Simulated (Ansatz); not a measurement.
The first iterations of a band of CH5InS (8 atoms, charge 0, multiplicity 1).

Level of theory: RKS PBE-D4/def2-SVP in Ansatz.

- movable images: 5
- climbing image: yes
- spring: 5.0 eV/Å²
- optimiser: quadratic models (default)
- start path: through a guess of the saddle point
- force threshold: 0.03 eV/Å
- iteration limit: 60
- end points: relaxed

Initial state:

```xyz
8
Properties=species:S:1:pos:R:3
In -0.146 0.314 -0.670
H -0.399 1.590 -1.828
S -0.404 -1.949 -1.555
H -0.701 -1.517 -2.812
C 0.353 0.377 1.442
H -0.522 0.750 2.011
H 1.201 1.069 1.609
H 0.618 -0.634 1.803
```

Final state:

```xyz
8
Properties=species:S:1:pos:R:3
In -0.060 -1.139 0.016
H -0.535 1.274 -2.684
S -0.502 -2.624 -1.582
H -0.573 0.505 -2.662
C 0.364 0.314 1.539
H -0.585 0.780 1.862
H 1.039 1.082 1.117
H 0.851 -0.191 2.394
```

| iteration | highest image above the first end (eV) | largest band force component (eV/Å) |
| --- | --- | --- |
| 1 | 1.850 | 2.482 |
| 2 | 1.785 | 1.421 |
| 3 | 1.763 | 1.255 |
| 4 | 1.627 | 0.704 |

Q: Does the band converge within its limit, and where does its top end?

A: The forces met the threshold. It ended after 12 iterations with the highest image 1.753 eV above the first end. A vibrational analysis at the climbing image gives one clearly imaginary mode, 1332i cm⁻¹: a first-order saddle point. The orbitals stay closed-shell, which can raise the energy where a bond breaks towards radicals; this wasn't checked here.

The run took 41 s on 2 threads of AMD EPYC 9R45 96-Core Processor (Zen 5) (shared host), peak memory 0.14 GiB.
